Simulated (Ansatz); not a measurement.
Zr6O20H16⁻. Total charge -1; doublet. Geometry PBE-D4/def2-SVP, that of the neutral singlet; atoms count from 1.

```xyz
42

Zr   -0.110    2.904    0.856
Zr    1.604    0.266   -1.109
Zr    1.132   -2.322    0.976
Zr   -1.559    2.200   -1.938
Zr   -0.994   -0.166    2.370
Zr   -1.440   -0.939   -0.785
O     2.694   -0.515   -2.598
O     2.356    2.022   -1.955
O     2.572   -3.284    1.993
O     2.707   -1.048    0.227
O    -2.325   -2.503   -1.584
O     0.525   -1.913   -1.212
O     1.730    1.918    0.467
O    -0.320    0.544   -1.904
O     0.154    3.241   -1.359
O    -2.795    0.418   -1.842
O     0.670   -4.164    0.306
O     0.708   -1.353    2.894
O     0.206   -0.297    0.531
O    -1.171   -2.189    1.101
O     0.169    4.693    1.538
O    -2.027   -0.585    3.968
O    -1.929    2.542   -0.032
O    -0.569    1.741    2.401
O    -2.399    3.219   -3.373
O    -2.480    0.049    0.854
H     2.690   -1.456   -2.840
H     2.762    1.840   -2.825
H     3.229   -2.831    2.549
H     3.567   -1.413   -0.044
H    -2.192   -3.464   -1.557
H     0.577   -2.680   -1.812
H     2.405    2.493    0.046
H     1.061    2.973   -1.740
H    -3.756    0.356   -1.698
H     1.249   -4.835    0.716
H     0.815   -1.830    3.735
H    -1.686   -3.005    1.237
H     0.070    5.399    2.191
H    -2.578   -0.810    4.728
H    -2.741    3.765   -4.093
H    -2.579    1.020    0.617
```

In the def2 sets Zr takes a core potential; there is no spin–orbit coupling. Single mean-field runs in def2-SVP are fitted with def2-universal-jkfit. The highest occupied level of the charge -1 doublet lies above zero (up to 1.47 eV). By energy differences it is unbound by 0.39 eV (vertical, against the charge 0 singlet, at PBE0-D4/def2-SVP) and held by the finite basis.

(1) Estimate the Mulliken populations of the heavy atoms from the PBE0/def2-SVP orbitals of Ansatz.

(2) Where does the spin sit?

(3) And the Mayer bond orders between heavy atoms (over 0.3)?

Answers

(1) 
```tsv
atom	charge (e)	spin (α − β)	d electrons
Zr1	1.01	0.27	1.93
Zr2	1.06	0.08	1.91
Zr3	1.02	0.06	2.00
Zr4	1.03	0.43	2.05
Zr5	1.35	-0.04	1.85
Zr6	0.98	0.23	1.94
O7	-0.46	0.00	–
O8	-0.54	0.00	–
O9	-0.46	0.00	–
O10	-0.53	0.00	–
O11	-0.44	0.00	–
O12	-0.57	0.00	–
O13	-0.55	0.00	–
O14	-0.76	0.00	–
O15	-0.60	-0.01	–
O16	-0.55	-0.01	–
O17	-0.46	0.00	–
O18	-0.54	-0.01	–
O19	-0.87	0.00	–
O20	-0.59	0.00	–
O21	-0.46	0.00	–
O22	-0.45	0.00	–
O23	-0.69	0.00	–
O24	-0.63	0.00	–
O25	-0.47	-0.01	–
O26	-0.56	0.00	–
```
Mulliken values depend strongly on the basis.

(2) Summed by element: Zr 1.03, O -0.05, H 0.01, of 1 unpaired in all. Largest on single atoms: Zr4 0.43, Zr1 0.27, Zr6 0.23.

(3) Zr1–O13 0.67 (2.12 Å); Zr1–O15 0.53 (2.26 Å); Zr1–O21 1.25 (1.94 Å); Zr1–O23 0.86 (2.06 Å); Zr1–O24 0.97 (1.99 Å); Zr2–O7 1.24 (2.00 Å); Zr2–O8 0.94 (2.09 Å); Zr2–O10 0.58 (2.17 Å); Zr2–O13 0.48 (2.29 Å); Zr2–O14 0.67 (2.10 Å); Zr2–O19 0.39 (2.23 Å); Zr3–O9 1.27 (2.01 Å); Zr3–O10 0.59 (2.16 Å); Zr3–O12 0.34 (2.31 Å); Zr3–O17 1.23 (2.01 Å); Zr3–O18 0.55 (2.19 Å); Zr3–O19 0.40 (2.27 Å); Zr3–O20 0.35 (2.31 Å); Zr4–O14 0.63 (2.07 Å); Zr4–O15 0.67 (2.09 Å); Zr4–O16 0.53 (2.17 Å); Zr4–O23 0.96 (1.97 Å); Zr4–O25 1.22 (1.95 Å); Zr5–O18 0.62 (2.14 Å); Zr5–O19 0.42 (2.20 Å); Zr5–O20 0.31 (2.39 Å); Zr5–O22 1.27 (1.95 Å); Zr5–O24 1.11 (1.95 Å); Zr5–O26 0.64 (2.13 Å); Zr6–O11 1.32 (1.97 Å); Zr6–O12 0.45 (2.23 Å); Zr6–O14 0.56 (2.17 Å); Zr6–O16 0.60 (2.19 Å); Zr6–O19 0.49 (2.20 Å); Zr6–O20 0.42 (2.28 Å); Zr6–O26 0.60 (2.18 Å).
